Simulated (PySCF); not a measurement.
This PySCF input asks for the NMR shieldings of `CC[C@H]1C=COC1=O`, C₆H₈O₂; the geometry comes from GFN2-xTB.

```python
import basis_set_exchange as bse
import numpy as np
from pyscf import gto, dft
from pyscf.prop import nmr

atoms = """
C    -2.164348    0.299100   -0.318996
C    -0.954554   -0.309829    0.375704
C     0.348733    0.420135    0.000824
C     1.549020   -0.078526    0.741298
C     2.414060   -0.559224   -0.141511
O     1.982525   -0.445930   -1.440065
C     0.758991    0.145390   -1.441583
O     0.156290    0.376244   -2.447945
H    -2.319958    1.323978    0.011176
H    -2.018152    0.302443   -1.395642
H    -3.057151   -0.277415   -0.089736
H    -0.860917   -1.363572    0.103706
H    -1.076874   -0.253718    1.459883
H     0.195847    1.495595    0.136987
H     1.657717   -0.056532    1.806400
H     3.381172   -1.009197   -0.019313
"""
names = dict.fromkeys(["C", "O", "H"], "pcSseg-1")
basis = {el: gto.basis.parse(bse.get_basis(n, elements=[el], fmt="nwchem")) for el, n in names.items()}
mol = gto.M(atom=atoms, basis=basis, charge=0, verbose=0)
mf = dft.RKS(mol, xc="PBE0")
mf.grids.level = 2
mf.grids.alignment = dft.numint.BLKSIZE   # the property module wants whole blocks of grid points
mf.conv_tol = 1e-9
mf.kernel()

calc = nmr.RKS(mf)   # GIAO
C = mf.mo_coeff
Co = C[:, mf.mo_occ > 0]
resp = mf.gen_response(singlet=True, hermi=2)
def vind(x):   # induced exchange potential for any number of trial vectors
    d = np.einsum("pi,xij,qj->xpq", C, 2 * x.reshape(-1, C.shape[1], Co.shape[1]), Co, optimize=True)
    return np.einsum("xpq,pi,qj->xij", resp(d - d.transpose(0, 2, 1)), C, Co, optimize=True).ravel()
mo1, _ = nmr.rhf.solve_mo1(calc, with_cphf=vind)
sigma = calc.kernel(mo1)
for i, s in enumerate(sigma):   # ppm
    w = np.linalg.eigvalsh((s + s.T) / 2)
    print("%2d %-2s iso %8.1f  s11 %8.1f  s22 %8.1f  s33 %8.1f" % (i, mol.atom_pure_symbol(i), w.mean(), *w))
```

Task: What does it print?

Result: 
```
 0 C  iso    174.4  s11    159.9  s22    176.6  s33    186.6
 1 C  iso    156.2  s11    142.3  s22    156.8  s33    169.5
 2 C  iso    139.7  s11    134.1  s22    139.8  s33    145.3
 3 C  iso     67.7  s11    -30.3  s22     87.9  s33    145.4
 4 C  iso     36.4  s11    -67.1  s22     74.5  s33    101.8
 5 O  iso     59.3  s11   -115.4  s22    109.9  s33    183.2
 6 C  iso      3.1  s11    -98.1  s22     50.4  s33     57.2
 7 O  iso   -107.7  s11   -436.0  s22   -205.3  s33    318.0
 8 H  iso     30.8  s11     26.9  s22     28.5  s33     37.1
 9 H  iso     29.2  s11     23.1  s22     29.6  s33     35.0
10 H  iso     30.7  s11     26.0  s22     27.8  s33     38.2
11 H  iso     30.4  s11     26.2  s22     30.2  s33     34.8
12 H  iso     29.9  s11     24.2  s22     29.8  s33     35.6
13 H  iso     29.0  s11     25.4  s22     28.1  s33     33.4
14 H  iso     26.1  s11     24.8  s22     26.3  s33     27.3
15 H  iso     24.8  s11     22.9  s22     24.0  s33     27.4
```

These numbers come from an equivalent density-fitted implementation of the same equations, which agrees with the script to about 0.01 ppm for H and up to a few tenths of a ppm for heavy atoms, so last digits may differ.

Task: Turn these shieldings into chemical shifts. References, each an isolated molecule treated in the same way: TMS for ¹³C (σref 186.93) and ¹H (σref 31.72); H2O for ¹⁷O (σref 336.08).

Result: Averaging equivalent atoms: C 6: 183.8; C 4: 150.5; C 3: 119.3; C 2: 47.2; C 1: 30.7; C 0: 12.6; O 7: 443.8; O 5: 276.8; H 15: 6.92; H 14: 5.57; H 13: 2.73; H 12: 1.83; H 8/9/10: 1.47; H 11: 1.32 ppm. Unscaled 17O shifts of doubly bonded oxygen tend to come out too high, by tens of ppm or more. Experimental scales use liquid or dissolved standards, which lie at an offset from isolated H2O (liquid H2O: subtract about 36 ppm).

Size and cost of the density-fitted run: 176 basis functions, 17 s wall time on 1 thread of an AMD EPYC 9R14, shared host; peak memory 0.79 GiB.
